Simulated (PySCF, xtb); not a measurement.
Ga(NHMe)(OH)2 (CH₆GaNO₂), SMILES C[NH][Ga]([OH])[OH].

GFN2-xTB in xtb 6.7.1 at its own geometry gives an orbital gap of 3.03 eV and a dipole moment of 2.11 D.

Geometry: B3LYP-D3(BJ)/def2-SVP. One conformer was computed; it need not be the lowest.

Task: What does PySCF with B3LYP/def2-TZVP give? (An estimate is asked for; the answer gives what the named calculation found.)

Result: gap 5.72 eV (levels -6.54 and -0.82 eV), dipole 2.13 D.
